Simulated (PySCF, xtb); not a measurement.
disilazane anion (H7NSi2), SMILES [SiH3]N[SiH3] (connectivity only; charge and spin as stated), charge -1, multiplicity 2.

Harmonic wavenumbers (cm⁻¹) from GFN2-xTB (xtb) at its own minimum, in rising order: 96, 120, 184, 244, 372, 432, 499, 532, 542, 625, 704, 831, 879, 886, 943, 1036, 1146, 1457, 1887, 1948, 2000, 2012, 2049, 3329.

Q: What does PBE-D3(BJ)/def2-SVPD run with PySCF give at its own minimum? (Estimate from the structure and the level; the computed values follow.)

A: 68, 108, 167, 202, 391, 423, 473, 571, 680, 754, 823, 855, 900, 911, 932, 971, 1043, 1655, 1980, 1989, 2006, 2016, 2120, 3456. Paired by order, the mean absolute difference is 57 cm⁻¹ and the zero-point energies are 35.4 and 36.4 kcal/mol.
